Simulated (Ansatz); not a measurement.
Job for Ansatz (an electronic-structure program): U-PBE/cc-pV(T+d)Z on CH6OSi (SMILES C[SiH2]O), a point of a bond scan (R = 1.296 Å). Files ending in .json are basis or fitting sets from the Basis Set Exchange.

Ansatz 0.2 input:
```yaml
crystal:
  periodic: [false, false, false]
  atoms:
    - {symbol: Si, position_ang: [-0.16441747, 0.44529995, 0.17757373]}
    - {symbol: C, position_ang: [1.56077310, -0.24196944, -0.02590174]}
    - {symbol: O, position_ang: [-1.32796352, -0.58219355, -0.40066999]}
    - {symbol: H, position_ang: [-0.32661293, 1.68592358, -0.60987127]}
    - {symbol: H, position_ang: [-0.39969842, 0.73849201, 1.61622218]}
    - {symbol: H, position_ang: [1.69510384, -1.16116885, 0.54920899]}
    - {symbol: H, position_ang: [2.30153791, 0.48063994, 0.32667067]}
    - {symbol: H, position_ang: [1.77411328, -0.46249033, -1.07363830]}
    - {symbol: H, position_ang: [-1.53797785, -1.69464358, 0.22953157]}
basis:
  gaussian:
    orbitals: cc-pV_T+d_Z.json
hamiltonian:
  xc: {name: PBE}
magnetization: {spin_polarized: true, initial_magnetization: 0}
```

The head of its log:

```
WARN ansatz: RAYON_NUM_THREADS=1 ignored (pool sized by the plan → 1); use --threads N
Functional definition: PBE
integrals: 0.08 GiB planned
989 factors; their error is unknown
mean field: 0.81 GiB planned
mean field evaluation 1: about -11040.1232 eV, gradient 5.7e1 eV
mean field evaluation 2: about -10995.7155 eV, gradient 1.1e2 eV
```

Question: Predict the final total energy.

Answer: -406.1932 hartree.
